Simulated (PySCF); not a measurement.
Species: 2-ethoxyacetamide, C4H9NO2.
Numbering: `[CH3:1][CH2:2][O:3][CH2:4][C:5]([NH2:6])=[O:7]` (hydrogens: H8, H9, H10 on C1; H11, H12 on C2; H13, H14 on C4; H15, H16 on N6)

The calculation used core-valence-separated Tamm–Dancoff BHandHLYP/aug-pcX-1 (pcseg-1 on H) in PySCF, non-relativistic, gas phase, PBE0-D3(BJ)/def2-SVP geometry. The energies are unshifted.

What does the C 1s absorption edge look like?

| E (eV) | f | core hole on | main final orbital | polarisation |
| --- | --- | --- | --- | --- |
| 284.93 | 0.0860 | C5 | LUMO+6 (54 %) | normal to the local trigonal plane |
| 285.39 | 0.0092 | C1 | LUMO (78 %) | – |
| 286.12 | 0.0267 | C1 | LUMO+1 (31 %) | – |
| 286.22 | 0.0288 | C1 | LUMO+3 (55 %) | – |
| 286.69 | 0.0038 | C1 | LUMO+2 (63 %) | – |
| 286.87 | 0.0296 | C2 | LUMO (31 %) | – |
| 287.01 | 0.0330 | C4 | LUMO+2 (39 %) | – |
| 287.24 | 0.0144 | C4 | LUMO+6 (51 %) | – |
| 287.37 | 0.0056 | C1 | LUMO+1 (49 %) | – |
| 287.59 | 0.0360 | C2 | LUMO+3 (63 %) | – |
| 287.64 | 0.0002 | C1 | LUMO+4 (34 %) | – |
| 287.76 | 0.0284 | C2 | spread | – |
| 287.80 | 0.0009 | C1 | LUMO+7 (72 %) | – |
| 287.84 | 0.0098 | C1 | LUMO+3 (38 %) | – |
| 287.99 | 0.0228 | C4 | spread | – |
| 288.10 | 0.0021 | C1 | LUMO+6 (62 %) | – |
| 288.25 | 0.0002 | C2 | LUMO (36 %) | – |
| 288.28 | 0.0035 | C1 | spread | – |
| 288.45 | 0.0197 | C4 | LUMO+8 (46 %) | – |

The first line with a tenth or more of the strongest one's intensity is at 284.93 eV (f = 0.086), with the hole on C5 (amide carbonyl carbon), polarised normal to the local trigonal plane: a 1s→π* resonance. It is also the strongest listed.

What does the N 1s absorption edge look like?

```tsv
E (eV)	f	core hole on	main final orbital
399.98	0.0250	N6	LUMO+6 (51 %)
400.26	0.0107	N6	LUMO+1 (52 %)
401.25	0.0306	N6	spread
402.32	0.0109	N6	LUMO+2/LUMO+3 (2 roots, f summed)
402.61	0.0021	N6	LUMO (53 %)
403.00	0.0006	N6	spread
```

The first line with a tenth or more of the strongest one's intensity is at 399.98 eV (f = 0.025), with the hole on N6 (amide nitrogen). The strongest listed is at 401.25 eV (f = 0.031; N6).

Give energies, oscillator strengths and core holes at the O K edge.

```csv
E (eV),f,core hole on,main final orbital,polarisation
529.72,0.0408,O7,LUMO+6 (48 %),normal to the local trigonal plane
532.78,0.0013,O7,LUMO+1 (37 %),in the local trigonal plane
533.34,0.0042,O7,spread,in the local trigonal plane
533.66,0.0003,O7,LUMO (52 %),–
533.91,0.0013,O7,LUMO+3 (62 %),normal to the local trigonal plane
534.06,0.0016,O3,LUMO (63 %),–
534.16,0.0007,O7,LUMO+2 (40 %),–
534.27,0.0015,O7,spread,in the local trigonal plane
534.35,0.0241,O3,spread,–
534.61,0.0013,O7,LUMO+7 (67 %),in the local trigonal plane
```

The first line with a tenth or more of the strongest one's intensity is at 529.72 eV (f = 0.041), with the hole on O7 (amide oxygen), polarised normal to the local trigonal plane: a 1s→π* resonance. It is also the strongest listed.

Roots within 0.03 eV whose holes lie on the same, on equivalent or on shared atoms are summed into one line, and the highest roots are left out, as the search may have cut off their partners. Final orbitals are the ground state's empty Kohn–Sham orbitals. A dash: too weak, shared between unlike atoms, or no plane or axis to refer to.

What are the wavelength and the wavenumber of the 286.12 eV line?

λ = 12398.42 eV Å/286.12 eV = 43.333 Å; 2.3077 × 10⁶ cm⁻¹.

The ionisation thresholds weren't computed; near and above them a finite basis only mimics Rydberg series and continuum.

On Arm Neoverse V1, one thread, shared host, this took 40 s.

The values belong to the conformer `[CH3:1][CH2:2][O:3][CH2:4][C:5]([NH2:6])=[O:7]`: C1–C2–O3–C4 -179°, C2–O3–C4–C5 180°, O3–C4–C5–N6 0°, H–N6–C5–C4 0°, H–N6–C5–C4 180°.
